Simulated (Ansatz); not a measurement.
Program: Ansatz. Geometries: PBE0-D4/def2-TZVP. ΔE: electronic, gas phase. CBS: MP2 limit from def2 TZ/QZ plus the TZ coupled-cluster correction, frozen cores. This one scheme is used for every species. Functionals use def2-TZVPP. B3LYP here is the variant with VWN-RPA as its local correlation; programs differ in this. HSE06 is defined as in plane-wave codes. For Se outer-core shells are correlated without core-valence functions, which leaves a few kJ/mol of doubt a bond. Scalar relativity is left out up to krypton.

`[SeH][SeH]` + PH₃ → `P[SeH]` + H₂Se  (ligand exchange at the Se–Se bond)

```
             level  ΔE (kcal/mol)  difference from CCSD(T)/CBS
            PBE-D4           -3.0                          1.1
         revPBE-D4           -3.0                          1.1
           BLYP-D4           -2.0                          2.1
         r2SCAN-D4           -3.6                          0.5
            B97M-V           -3.4                          0.7
           PBE0-D4           -3.5                          0.6
          B3LYP-D4           -2.5                          1.6
        r2SCANh-D4           -3.7                          0.4
        r2SCAN0-D4           -3.9                          0.2
          HSE06-D4           -3.5                          0.6
          BHLYP-D4           -2.9                          1.2
      CAM-B3LYP-D4           -3.0                          1.1
           ωB97X-V           -3.3                          0.8
           ωB97M-V           -3.4                          0.7
            B2PLYP           -3.1                          1.0
          PBE-QIDH           -4.1                          0.0
            revPBE           -2.7                          1.4
            r2SCAN           -3.6                          0.5
              PBE0           -3.4                          0.7
             B3LYP           -2.4                          1.7
           r2SCANh           -3.7                          0.4
           r2SCAN0           -3.9                          0.2
             HSE06           -3.4                          0.7
             BHLYP           -2.9                          1.2
         CAM-B3LYP           -3.0                          1.1
           LC-ωPBE           -4.0                          0.1
RPA@PBE/def2-TZVPP           -3.1                          1.0
       HF/def2-SVP           -3.1                          1.0
      MP2/def2-SVP           -3.8                          0.3
     CCSD/def2-SVP           -3.3                          0.8
  CCSD(T)/def2-SVP           -3.2                          0.9
     HF/def2-TZVPP           -3.0                          1.1
    MP2/def2-TZVPP           -4.4                         -0.3
SCS-MP2/def2-TZVPP           -3.7                          0.4
   CCSD/def2-TZVPP           -3.7                          0.4
     HF/def2-QZVPP           -2.8                          1.3
    MP2/def2-QZVPP           -4.5                         -0.4
SCS-MP2/def2-QZVPP           -3.9                          0.2
     MP2/CBS(def2)           -4.7                         -0.6
    CCSD/CBS(def2)           -4.0                          0.1
       CCSD(T)/CBS           -4.1                            0
```

Largest T1 diagnostic among the species: 0.013.

At CCSD(T), def2-SVP lies +0.9 kcal/mol from the extrapolated value and def2-TZVPP +0.4 kcal/mol. From BLYP to BHLYP (50 % exact exchange), in def2-TZVPP and without D4, ΔE moves by −1.1 kcal/mol.
